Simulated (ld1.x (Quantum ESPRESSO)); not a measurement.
## An all-electron radial function and its pseudo partner (iodine)

Columns: radius, all-electron u(r) and pseudo u(r) of the 5s shell (level -17.65 eV) of iodine in the configuration [Kr] 4d10 5s2 5p5; LDA (PZ), scalar-relativistic, RRKJ scheme, ld1.x (Quantum ESPRESSO) 7.5.

```json
{"r (bohr)": "0.110", "all-electron": "-0.1127", "pseudo": "0.0278"}
{"r (bohr)": "0.220", "all-electron": "0.2769", "pseudo": "0.0568"}
{"r (bohr)": "0.330", "all-electron": "0.0929", "pseudo": "0.0880"}
{"r (bohr)": "0.440", "all-electron": "-0.2456", "pseudo": "0.1223"}
{"r (bohr)": "0.550", "all-electron": "-0.4167", "pseudo": "0.1609"}
{"r (bohr)": "0.660", "all-electron": "-0.3855", "pseudo": "0.2061"}
{"r (bohr)": "0.770", "all-electron": "-0.2228", "pseudo": "0.2613"}
{"r (bohr)": "0.880", "all-electron": "-0.0048", "pseudo": "0.3294"}
{"r (bohr)": "0.990", "all-electron": "0.2160", "pseudo": "0.4114"}
{"r (bohr)": "1.100", "all-electron": "0.4109", "pseudo": "0.5045"}
{"r (bohr)": "1.210", "all-electron": "0.5676", "pseudo": "0.6012"}
{"r (bohr)": "1.320", "all-electron": "0.6838", "pseudo": "0.6910"}
{"r (bohr)": "1.430", "all-electron": "0.7623", "pseudo": "0.7627"}
{"r (bohr)": "1.540", "all-electron": "0.8085", "pseudo": "0.8085"}
{"r (bohr)": "1.650", "all-electron": "0.8280", "pseudo": "0.8280"}
{"r (bohr)": "1.760", "all-electron": "0.8266", "pseudo": "0.8266"}
{"r (bohr)": "1.870", "all-electron": "0.8093", "pseudo": "0.8093"}
{"r (bohr)": "1.980", "all-electron": "0.7805", "pseudo": "0.7805"}
{"r (bohr)": "2.090", "all-electron": "0.7436", "pseudo": "0.7436"}
{"r (bohr)": "2.200", "all-electron": "0.7016", "pseudo": "0.7016"}
{"r (bohr)": "2.310", "all-electron": "0.6566", "pseudo": "0.6566"}
{"r (bohr)": "2.420", "all-electron": "0.6104", "pseudo": "0.6104"}
{"r (bohr)": "2.530", "all-electron": "0.5643", "pseudo": "0.5643"}
{"r (bohr)": "2.640", "all-electron": "0.5192", "pseudo": "0.5192"}
{"r (bohr)": "2.750", "all-electron": "0.4757", "pseudo": "0.4757"}
{"r (bohr)": "2.860", "all-electron": "0.4344", "pseudo": "0.4344"}
```

Problem. How many radial nodes do the two functions have?

Solution. The all-electron 5s function has n − l − 1 = 4 (the table is too coarse to show those close to the nucleus); the pseudo-wave has 0, since the states of the same l below it are removed with the core.

Problem. At about which radius was the pseudo-wave matched?

Solution. 1.50 bohr, where the columns begin to agree (steps of 0.11 bohr).

Problem. Is the pseudo-wave norm-conserving?

Solution. Yes: the RRKJ scheme keeps the norm inside the radius equal to the all-electron one, which fixes the energy derivative of the logarithmic derivative at the level.
